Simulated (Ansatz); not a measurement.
Program: Ansatz. Geometries: PBE0-D4/def2-TZVP. ΔE: electronic, gas phase. CCSD(T)/CBS adds triple-zeta CCSD(T) − MP2 to the extrapolated MP2 energy (def2 sets, frozen cores). For Mg outer-core shells are correlated without core-valence functions, which leaves a few kJ/mol of doubt a bond. One conformer a species, not always the lowest.

Consider the formal exchange of groups at the Si–O bond: `[NH2][Mg][O][SiH3]` + `CB(N)[SiH3]` → `NB([SiH3])C[SiH3]` + `[NH2][Mg][OH]`.

`[NH2][Mg][O][SiH3]`:

```xyz
9

N     0.094    0.176    3.006
Mg    0.032    0.066    1.134
O    -0.026   -0.040   -0.656
Si   -0.071   -0.133   -2.263
H    -0.085    0.998    3.563
H     0.313   -0.575    3.643
H     0.866   -1.176   -2.777
H    -1.438   -0.480   -2.753
H     0.314    1.164   -2.897
```

`CB(N)[SiH3]`:

Cartesian coordinates in Å:
```
C -1.330 0.720 0.598
B 0.109 0.213 0.216
N 1.233 0.754 0.834
Si 0.389 -1.236 -1.177
H -1.950 -0.108 0.958
H -1.332 1.500 1.366
H -1.848 1.113 -0.283
H 2.176 0.469 0.629
H 1.175 1.475 1.536
H -0.171 -0.841 -2.502
H -0.288 -2.508 -0.790
H 1.835 -1.550 -1.384
```

`NB([SiH3])C[SiH3]`:

Cartesian coordinates in Å:
```
N 0.257 -1.865 0.474
B -0.343 -0.643 0.173
Si -1.481 0.243 1.598
C -0.099 0.031 -1.222
Si 1.410 1.149 -1.161
H 0.164 -2.324 1.364
H 0.835 -2.372 -0.178
H -2.900 0.356 1.149
H -1.479 -0.526 2.878
H -1.017 1.627 1.905
H -0.941 0.657 -1.535
H 0.085 -0.703 -2.016
H 1.283 2.158 -0.075
H 1.591 1.871 -2.450
H 2.633 0.340 -0.905
```

`[NH2][Mg][OH]`:

Cartesian coordinates in Å:
```
N -0.798 0.285 1.211
Mg 0.250 -0.082 -0.308
O 1.293 -0.434 -1.694
H -1.280 -0.391 1.783
H -0.970 1.194 1.614
H 1.505 -0.572 -2.607
```

| species | MP2/def2-TZVPP energy (Eh) |
| --- | --- |
| `[NH2][Mg][O][SiH3]` | -621.73578 |
| `CB(N)[SiH3]` | -411.31798 |
| `NB([SiH3])C[SiH3]` | -701.55183 |
| `[NH2][Mg][OH]` | -331.45748 |

Task: Work out ΔE.

Result: ΔE = (-701.55183) + (-331.45748) − (-621.73578) − (-411.31798) = 0.04445 Eh = +116.7 kJ/mol. CCSD(T)/CBS gives +118.3 kJ/mol.

Largest T1 diagnostic among the species: 0.013.

In def2-TZVPP, CCSD(T) changes the Hartree–Fock value by −25.7 kJ/mol (the triples alone add −3.5 kJ/mol) and MP2 by −27.1 kJ/mol. The D4 term adds −8.5 kJ/mol with B3LYP and −4.9 kJ/mol with PBE0; it sums over pairs of atoms, weighted by their polarisabilities, and B3LYP, whose exchange is more repulsive, gets the larger term.

B3LYP here is the variant with VWN-RPA as its local correlation; programs differ in this.
